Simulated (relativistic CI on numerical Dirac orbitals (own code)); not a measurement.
# Slater and spin-orbit integrals, Ag+

Computed by Dirac-Coulomb-Breit CI, KLI orbitals optimised for each configuration, model QED (radiative potential, 1s self-energy scaled to tabulated hydrogen-like ionisation energies), valence Slater integrals scaled by 0.85, P86 correlation energy added to each configuration (own radial code, finite nucleus).

Slater integrals F^k, G^k are unscaled and averaged over j, outside the closed core [Kr]; ζ comes from projecting the Hamiltonian with its Breit term on Σ l·s of the shell.

- 4d9.5s: ζ(4d) = 1743.3, G^2(4d,5s) = 14346 cm⁻¹; <r>(4d) = 1.33, <r^2>(4d) = 2.137, <r>(5s) = 2.74, <r^2>(5s) = 8.571 (bohr units).
- 4d9.5p: ζ(4d) = 1772.5, F^2(4d,5p) = 17722, G^1(4d,5p) = 7115, G^3(4d,5p) = 5759.5, ζ(5p) = 1268.9 cm⁻¹; <r>(4d) = 1.32, <r^2>(4d) = 2.095, <r>(5p) = 3.58, <r^2>(5p) = 14.71 (bohr units).
- 4d8.5s2: F^2(4d,4d) = 77274, F^4(4d,4d) = 50540, ζ(4d) = 1866.9 cm⁻¹; <r>(4d) = 1.287, <r^2>(4d) = 1.983 (bohr units).

(1) Give the Racah parameters of the d shell in 4d8.5s2.

In this model ζ of a weakly bound d, f or g electron outside closed shells comes out too small, for d by up to a factor of two or three and at times with the wrong sign; that of an outer p electron is too small as well.

Correlation outside the listed configurations is missing or only estimated: errors of thousands of cm⁻¹ between configurations and terms are usual at this charge. Rates and lifetimes follow the computed energies and can be off by large factors. The fine structure of a lone outer electron comes out too small, for d and f at times inverted, and misplaced configurations move strength between like terms. 14 of the 16 excited levels that our extract of the measured tables holds in this range could be paired (the sources list more); they are missed by 1901 cm⁻¹ on average and 2843 at most, and levels without a partner can miss by more.

Averages of the first 10 configurations, taken without configuration mixing, which lowers the lowest level and can move excited configurations by several eV; other configurations of the list can lie among them:

```csv
Configuration,Parity,States,Average energy above the lowest level (eV)
4d10,even,1,0.0
4d9.5s,even,20,5.3
4d9.5p,odd,60,10.5
4d8.5s2,even,45,13.7
4d9.6s,even,20,14.6
4d9.5d,even,100,15.3
4d9.6p,odd,60,16.0
4d9.4f,odd,140,17.8
4d8.5s.5p,odd,540,18.5
4d9.6d,even,100,17.8
```

Results:

(1) B = F²/49 − 5F⁴/441 = 1004 cm⁻¹ and C = 35F⁴/441 = 4011 cm⁻¹; values fitted to spectra at such low charge are typically 15 to 30 % smaller.
